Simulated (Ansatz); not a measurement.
Molecule: SnI (charge +1, singlet). 
Coordinates optimised at B3LYP-D3(BJ)/def2-TZVP (Ansatz, an electronic-structure program):
SMILES: [Sn+][I]
```xyz
2

Sn     0.0000     0.0000    -1.3461
I      0.0000     0.0000     1.2699
```
Charge +1, spin multiplicity 1.

Wanted: vertical ionisation energy (to the doublet state of charge +2; each state is the SCF solution reached for its spin), in eV. Cores are frozen in the correlated levels unless marked. Open shells are spin-unrestricted. No spin-orbit coupling. Frozen are the shells of the preceding noble gas and the d and f shells that filled before the atom's block. Past Kr the def2 sets carry scalar-relativistic core potentials. CBS(X,Y): correlation extrapolated as X^-3; Hartree-Fock from the larger set.

| level | program | vertical ionisation energy (eV) |
|---|---|---|
| SVWN5/def2-TZVPD | Ansatz | ? |
| PBE/def2-TZVPD | Ansatz | ? |
| r2SCAN/def2-TZVPD | Ansatz | 15.60 |
| wB97X-V/def2-TZVPD | Ansatz | ? |
| CCSD/def2-SVPD | Ansatz | 15.23 |
| CCSD(T)/CBS(def2-TZVPPD,def2-QZVPPD) | Ansatz | 15.61 |

Question: Some entries are withheld; supply them.

Answer: 
- SVWN5/def2-TZVPD, vertical ionisation energy (eV): 15.89
- PBE/def2-TZVPD, vertical ionisation energy (eV): 15.56
- wB97X-V/def2-TZVPD, vertical ionisation energy (eV): 15.41
